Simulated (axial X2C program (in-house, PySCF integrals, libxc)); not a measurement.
**Ω levels of ErNC⁺ from open-shell CI on f11 s1**

Computed with an axial X2C code built on PySCF integrals: two-component X2C with atomic mean-field Coulomb and Gaunt terms, basis Er dyall-v3z, N dyall-v3z, C dyall-v3z (cores contracted in-house). Orbitals come from Hartree–Fock averaged over the configuration Er f11 s1; CI then distributes these electrons over the f, s shells of Er.

Er–N–C held linear, bonds 2.082 and 1.170 Å (the second held) (near the minimum of the configuration average).

Active spinors (ω > 0):

| shell | ω | ε (eV) | character |
| --- | --- | --- | --- |
| f | 5/2 | -23.39 | 100% Er f |
| f | 3/2 | -23.29 | 100% Er f |
| f | 1/2 | -23.19 | 100% Er f |
| f | 7/2 | -22.26 | 100% Er f |
| f | 5/2 | -22.18 | 100% Er f |
| f | 3/2 | -22.10 | 100% Er f |
| f | 1/2 | -22.03 | 100% Er f |
| s | 1/2 | -8.99 | 70% Er s, 16% Er d, 8% Er p |

Lowest levels of this model:

```csv
Ω,energy (cm⁻¹),g∥,configuration
0,0,0.00,100% f11 s1
1,16,2.54,100% f11 s1
2,60,5.05,100% f11 s1
3,118,7.54,100% f11 s1
4,176,10.01,100% f11 s1
5,226,12.49,100% f11 s1
6,291,15.03,100% f11 s1
7,436,17.57,100% f11 s1
8,824,19.97,100% f11 s1
0,1323,0.00,100% f11 s1
1,1346,2.30,100% f11 s1
2,1406,4.60,100% f11 s1
3,1478,6.91,100% f11 s1
4,1541,9.22,100% f11 s1
5,1591,11.53,100% f11 s1
6,1674,13.83,100% f11 s1
7,1941,16.07,100% f11 s1
0,6652,0.00,100% f11 s1
1,6668,2.41,100% f11 s1
2,6710,4.78,100% f11 s1
3,6769,7.12,100% f11 s1
4,6830,9.46,100% f11 s1
5,6894,11.84,100% f11 s1
6,6989,14.18,100% f11 s1
0,7055,0.00,100% f11 s1
1,7068,2.08,100% f11 s1
2,7105,4.16,100% f11 s1
3,7165,6.25,100% f11 s1
4,7249,8.36,100% f11 s1
7,7261,16.30,100% f11 s1
```

g∥ is the magnitude of 2⟨Lz + ge Sz⟩ for the +Ω component.

This point took 5.8 s on 1 thread of Arm Neoverse N1, with other jobs on the host.

Dynamic correlation is missing, so gaps between terms are too wide and other configurations may lie lower; the lowest level listed is that of this model, not necessarily the ground state. At most 4 roots were kept for each Ω > 0 (twice that for Ω = 0) within 2.2 eV of the lowest, so higher up levels can be missing between those listed; levels with Ω > 0 are doubly degenerate and listed once, Ω = 0 levels singly. The molecule was held linear; bending was not examined.
